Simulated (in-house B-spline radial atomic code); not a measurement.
The outermost shell (largest non-relativistic mean radius) with and without relativity; Dirac values are averaged over j. Computed with a B-spline radial code for spherical atoms: non-relativistic Hartree-Fock and Dirac-Hartree-Fock, averages of the configuration (point nuclei without relativity, finite nuclei with it).

```csv
ion,configuration,outermost shell,radius non-relativistic (bohr),radius Dirac (bohr),radius change (%),level non-relativistic (eV),level Dirac (eV),spin-orbit splitting (eV)
Zr4+,[Ar] 3d10 4s2 4p6,4p,1.3304,1.3218,-0.64534,-80.301,-80.635,2.017
Nb4+,[Kr] 4d1,4d,1.6013,1.6147,0.84057,-50.367,-49.782,0.22621
Mo4+,[Kr] 4d2,4d,1.5098,1.5218,0.79464,-53.553,-52.937,0.28683
Tc4+,[Kr] 4d3,4d,1.4299,1.4407,0.75659,-56.700,-56.05,0.35627
Ru4+,[Kr] 4d4,4d,1.3593,1.3691,0.72424,-59.818,-59.132,0.43529
Rh4+,[Kr] 4d5,4d,1.2962,1.3052,0.69613,-62.916,-62.191,0.52466
Pd4+,[Kr] 4d6,4d,1.2395,1.2478,0.67124,-66.000,-65.234,0.6252
Ag4+,[Kr] 4d7,4d,1.1881,1.1958,0.64884,-69.074,-68.264,0.73777
Cd4+,[Kr] 4d8,4d,1.1412,1.1484,0.62837,-72.143,-71.288,0.86323
```
